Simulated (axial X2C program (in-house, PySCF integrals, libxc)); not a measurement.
**Potential curves of HfF⁺, without spin–orbit coupling**

Calculated with an in-house all-electron X2C program for linear molecules (integrals from PySCF). Spin-free means the one-electron spin-free X2C Hamiltonian. Basis: Hf dyall-cv3z [13s14p9d7f4g], F dyall-av3z [7s6p3d2f] (cores contracted in-house); Gaussian nuclei, density fitting, unrestricted open shells. Masses: Hf 179.947 u, F 18.998 u.

State: M_S = 1, Λ = 2 (beyond evenly filled blocks: σα, δ+α). Energies in eV from the fragments at the same level (Hf+ + F). Fits are polynomials in 1 − R0/R over 0.85 to 1.23 times the lowest point R0.

| R (Å) | CCSD(T) |
| --- | --- |
| 1.6507 | -5.3906 |
| 1.7052 | -5.8374 |
| 1.7596 | -6.0924 |
| 1.8140 | -6.1989 |
| 1.8775 | -6.1809 |
| 1.9410 | -6.0500 |
| 2.0226 | -5.7664 |

Correlated methods: 10 electrons correlated (number of frozen shells: Hf 5 s, 4 p, 2 d, 1 f; F 1 s), 316 virtual spin orbitals or spinors in MP2, 90 natural virtuals in coupled cluster.

Occupations by symmetry block were frozen at the best pattern of an incomplete PBE0 search. De is counted from the lowest determinant-based energies of the atoms at the same level, without counterpoise correction. Coupled cluster ran in a truncated set of natural virtual spinors; the MP2 energy of the rest was added. (T) has no such correction and the atoms are truncated less, which lowers De at CCSD(T) by a hundredth of an eV or more. PBE0 can misorder states that lie within some tenths of an eV, so this need not be the ground state of the molecule. The nearest other spin-free determinant of the search, M_S = 0, Λ = 0, lies 0.03 eV up at the distance of the search. The outer-core s and p shells of the metal are frozen in the correlated rows, which leaves out core–valence correlation; for alkali and alkaline-earth bonds that tends to lengthen them. With the outer-core shells frozen, correlated bond lengths of heavy atoms tend to come out a few hundredths of an ångström too long. Coupled cluster ran on the points near the minimum only. MP2 and coupled cluster on one determinant become unreliable at the stretched end.

What are Re, ωe and De at the CCSD(T) level?

At CCSD(T), spin-free: Re = 1.836 Å, ωe ≈ 737 cm⁻¹, De = 6.21 eV to Hf+ + F; Be follows as 0.291 cm⁻¹.
